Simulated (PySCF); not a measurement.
An unknown gives this computed stick spectrum. Theory: TDDFT PBE0/def2-SVPD, vertical, gas phase, core orbitals frozen in the response in PySCF. Geometries: GFN2-xTB, one conformer each.

```tsv
state	E (eV)	f	main configurations (H = HOMO, L = LUMO)
S1	4.02	0.0018	H-1→L (96%)
S2	4.24	0.588	H→L (97%)
S3	5.63	0.059	H-2→L (60%), H→L+1 (35%)
S4	5.97	0.023	H-3→L (57%), H→L+1 (25%), H→L+4 (12%)
S5	6.01	0.0028	H→L+2 (98%)
S6	6.40	0.0015	H-1→L+1 (81%), H-1→L+4 (11%)
```

Question: Which structure fits? All have the formula C7H7NO.
A. `[H]/N=C\C=C/c1ccco1`
B. `C=Cc1cnccc1O`
C. `CC(=O)c1ccccn1`
D. `C1=C[C@@H]2[C@H]1C(=C2)NC=O`
E. `C=CC=C=C=CC(N)=O`

Answer: A. Its S1 lies at 4.02 eV; the nearest of the others has S1 at 3.51 eV. S1 is HOMO-1→LUMO (96%). Löwdin shares by element: HOMO carbon 59% or more (atoms not listed hold the other 41%); LUMO carbon 44% or more, nitrogen 16% (atoms not listed hold the other 41%). At the same level the other candidates give, for their lowest levels:
- `O=CNC1=C[C@@H]2C=C[C@H]12`: 4.89 eV (f 0.085); 5.30 eV (f 0.002); 5.54 eV (f 0.000); 5.75 eV (f 0.038); 5.87 eV (f 0.178); T1 3.51 eV; HOMO -6.46, LUMO -0.66 eV
- `C=CC=C=C=CC(N)=O`: 3.35 eV (f 0.000); 4.13 eV (f 0.733); 4.29 eV (f 0.000); 4.38 eV (f 0.195); 5.43 eV (f 0.000); T1 1.97 eV; HOMO -6.91, LUMO -2.76 eV
- `CC(=O)c1ccccn1`: 3.51 eV (f 0.000); 4.50 eV (f 0.001); 4.87 eV (f 0.001); 5.20 eV (f 0.140); 5.67 eV (f 0.001); T1 3.02 eV; HOMO -7.24, LUMO -1.99 eV
- `C=Cc1cnccc1O`: 4.63 eV (f 0.002); 4.92 eV (f 0.121); 5.23 eV (f 0.022); 5.29 eV (f 0.176); 5.95 eV (f 0.115); T1 3.42 eV; HOMO -7.03, LUMO -1.32 eV

The values belong to the conformer `[H]/[N:1]=[CH:2]\[CH:3]=[CH:4]/[c:5]1[cH:6][cH:7][cH:8][o:9]1`: N1–C2–C3–C4 180°, C3–C4–C5–C6 180°.
Triplets come from the Tamm–Dancoff approximation.
